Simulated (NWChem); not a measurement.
All runs are NWChem calculations. System: H2Sn, charge 0, spin multiplicity 1, at a geometry optimised with PBE/def2-SVP with def2 effective core potentials on Sn. The structure started from a generated list of species. Level: G0W0@PBE/def2-TZVPP with def2 effective core potentials on Sn, RI basis def2-tzvpp-rifit, no spin-orbit coupling.

Input file:

```
start mol
memory heap 200 mb stack 700 mb global 1700 mb
geometry units angstroms nocenter noautoz
  Sn     0.000000     0.000000     0.049164
  H      1.270034     0.000000    -1.229095
  H     -1.270034     0.000000    -1.229095
  symmetry group C2v
end
basis spherical
  * library def2-tzvpp
end
ecp
  Sn library def2-ecp
end
basis "ri basis" bse spherical
  * library def2-tzvpp-rifit
end
dft
  xc xpbe96 cpbe96
  iterations 100
  direct
  tolerances tight
end
task dft energy
gw
  states alpha occ 4 vir 2
end
task dft gw
```

Output (cleaned and shortened):

```
             Northwest Computational Chemistry Package (NWChem) 7.3.0
             --------------------------------------------------------

                                NWChem Input Module
                                -------------------

 Scaling coordinates for geometry "geometry" by  1.889725989
 (inverse scale =  0.529177249)

 Turning off AUTOSYM since
 SYMMETRY directive was detected!

                             Geometry "geometry" -> ""
                             -------------------------

 Output coordinates in angstroms (scale by  1.889725989 to convert to a.u.)

  No.       Tag          Charge          X              Y              Z
 ---- ---------------- ---------- -------------- -------------- --------------
    1 Sn                  50.0000     0.00000000     0.00000000     0.04916400
    2 H                    1.0000     1.27003400     0.00000000    -1.22909500
    3 H                    1.0000    -1.27003400     0.00000000    -1.22909500

 Effective nuclear repulsion energy (a.u.)      29.5756670092

            Nuclear Dipole moment (a.u.)
            ----------------------------
        X                 Y               Z
 ---------------- ---------------- ----------------
     0.0000000000     0.0000000000     0.0000188973

      Symmetry information
      --------------------

 Group name             C2v
 Group number             16
 Group order               4
 No. of unique centers     2

      Symmetry unique atoms

     1    2


 Summary of "ao basis" -> "" (spherical)
 ------------------------------------------------------------------------------
       Tag                 Description            Shells   Functions and Types
 ---------------- ------------------------------  ------  ---------------------
 *                         def2-tzvpp                 on all atoms

 Summary of "ri basis" -> "" (spherical)
 ------------------------------------------------------------------------------
       Tag                 Description            Shells   Functions and Types
 ---------------- ------------------------------  ------  ---------------------
 *                      def2-tzvpp-rifit              on all atoms

  pbe96 is a nonlocal functional; adding pw91lda local functional.

                                 NWChem DFT Module
                                 -----------------

 Summary of "ao basis" -> "ao basis" (spherical)
 ------------------------------------------------------------------------------
       Tag                 Description            Shells   Functions and Types
 ---------------- ------------------------------  ------  ---------------------
 Sn                        def2-tzvpp               16       50   6s5p3d2f
 H                         def2-tzvpp                6       14   3s2p1d

 Summary of "ao basis" -> "ao basis" (spherical)
 ------------------------------------------------------------------------------
       Tag                 Description            Shells   Functions and Types
 ---------------- ------------------------------  ------  ---------------------
 Sn                        def2-tzvpp               16       50   6s5p3d2f
 H                         def2-tzvpp                6       14   3s2p1d

      Symmetry analysis of basis
      --------------------------

        a1         31
        a2          9
        b1         22
        b2         16

            General Information
            -------------------
          SCF calculation type: DFT
          Wavefunction type:  closed shell.
[...]
 Vector   12  Occ=2.000000D+00  E=-2.103158D-01  Symmetry=a1
              MO Center= -1.4D-14,  1.8D-15, -2.3D-02, r^2= 3.2D+00
   Bfn.  Coefficient  Atom+Function         Bfn.  Coefficient  Atom+Function
  ----- ------------  ---------------      ----- ------------  ---------------
     6      0.374747  1 Sn s                  5      0.352879  1 Sn s
    18      0.292867  1 Sn pz                12     -0.274646  1 Sn pz
     2      0.267021  1 Sn s                 15      0.253004  1 Sn pz
     3     -0.224106  1 Sn s                 52     -0.178437  2 H  s
    66     -0.178437  3 H  s                 53     -0.169505  2 H  s

 Vector   13  Occ=0.000000D+00  E=-1.391477D-01  Symmetry=b2
              MO Center= -1.3D-15, -1.0D-15,  2.2D-02, r^2= 3.4D+00
   Bfn.  Coefficient  Atom+Function         Bfn.  Coefficient  Atom+Function
  ----- ------------  ---------------      ----- ------------  ---------------
    17      0.505428  1 Sn py                11     -0.363062  1 Sn py
    14      0.345896  1 Sn py                20      0.322531  1 Sn py
     8     -0.051018  1 Sn py

 Vector   14  Occ=0.000000D+00  E=-1.385962D-02  Symmetry=b1
              MO Center= -2.2D-15,  5.1D-16,  1.4D-01, r^2= 5.2D+00
   Bfn.  Coefficient  Atom+Function         Bfn.  Coefficient  Atom+Function
  ----- ------------  ---------------      ----- ------------  ---------------
    19      0.762038  1 Sn px                53     -0.737505  2 H  s
    67      0.737505  3 H  s                 16      0.550854  1 Sn px
    10     -0.219116  1 Sn px                13      0.190013  1 Sn px
    52     -0.155738  2 H  s                 66      0.155738  3 H  s
    25      0.145340  1 Sn d  1              51     -0.092214  2 H  s

 Vector   15  Occ=0.000000D+00  E= 1.589440D-02  Symmetry=a1
              MO Center=  6.7D-14, -3.9D-15,  6.7D-02, r^2= 6.0D+00
   Bfn.  Coefficient  Atom+Function         Bfn.  Coefficient  Atom+Function
  ----- ------------  ---------------      ----- ------------  ---------------
    53      1.106561  2 H  s                 67      1.106561  3 H  s
     6     -0.984685  1 Sn s                 21      0.931558  1 Sn pz
    18      0.554805  1 Sn pz                 5     -0.505471  1 Sn s
     2     -0.274714  1 Sn s                  3      0.224505  1 Sn s
     4      0.191322  1 Sn s                  1      0.173129  1 Sn s

 center of mass
 --------------
 x =   0.00000000 y =   0.00000000 z =   0.05230421

 moments of inertia (a.u.)
 ------------------
          11.563480264093           0.000000000000           0.000000000000
           0.000000000000          23.173781545120           0.000000000000
           0.000000000000           0.000000000000          11.610301281027

     Multipole analysis of the density
     ---------------------------------

     L   x y z        total         alpha         beta         nuclear
     -   - - -        -----         -----         ----         -------
     0   0 0 0     -0.000000    -12.000000    -12.000000     24.000000

     1   1 0 0      0.000000      0.000000      0.000000      0.000000
     1   0 1 0     -0.000000     -0.000000     -0.000000      0.000000
     1   0 0 1      0.359948      1.480656      1.480656     -2.601363

     2   2 0 0    -21.618988    -16.569572    -16.569572     11.520156
     2   1 1 0     -0.000000     -0.000000     -0.000000      0.000000
     2   1 0 1      0.000000      0.000000      0.000000      0.000000
     2   0 2 0    -16.988097     -8.494049     -8.494049      0.000000
     2   0 1 1      0.000000      0.000000      0.000000      0.000000
     2   0 0 2    -22.866893    -16.923110    -16.923110     10.979327

 Task  times  cpu:        4.0s     wall:        4.0s

                                NWChem Input Module
                                -------------------

                                 NWChem GW Module
                                 ----------------

                             ***********************
                             ***        GW       ***
                             ***********************

 Summary of "ri basis" -> "ri basis" (spherical)
 ------------------------------------------------------------------------------
       Tag                 Description            Shells   Functions and Types
 ---------------- ------------------------------  ------  ---------------------
 Sn                     def2-tzvpp-rifit            38      184   9s8p8d6f4g3h
 H                      def2-tzvpp-rifit            10       30   4s3p2d1f

                 Memory Information
                 ------------------
          Available GA per process is          1700.0 MBs
          Available stack per process is        700.0 MBs
          Available heap per process is           0.0 MBs

          Peak memory in Initialization
              Peak GA per process is                  2.5 MBs
              Peak stack per process is               0.1 MBs
              Peak heap per process is                2.8 MBs
              Memory not in MA per process            0.0 MBs

          Peak memory in AFF Calculation
              Peak GA per process is                  8.2 MBs
              Peak stack per process is               4.8 MBs
              Peak heap per process is                0.0 MBs
              Memory not in MA per process            4.8 MBs

          Computing 2-center integrals
          Computing Inverse Cholesky factor
          Computing 3-center integrals
          Computing V_xc ...

          Computing Sigma_x
          Computing RPA polarizability
          Solving quasiparticle equations

                  Alpha Orbitals
          State     Energy (eV)     Error (eV)
          -----------------------------------
@GW         9        -29.648           0.003
@GW        10        -14.754           0.000
@GW        11        -10.004           0.002
@GW        12         -8.692           0.002
@GW        13         -1.050           0.002
@GW        14          2.019           0.004

   Applying  -2.9687 eV scissor-shift to rest of particle states

   Applying   2.7368 eV scissor-shift to rest of hole states

     GW Timing Statistics
   ------------------------
   Init.   :          0.1s
     ERIs  :          0.4s
     Distr.:          0.0s
     Vxc   :          0.1s
   Sigma_x :          0.0s
   RPA     :          0.1s
   Wmn     :          0.0s
   Sigma_c :          0.0s
   GW total:          0.8s

 Task  times  cpu:        0.8s     wall:        0.8s

 Total times  cpu:        4.7s     wall:        4.7s
```
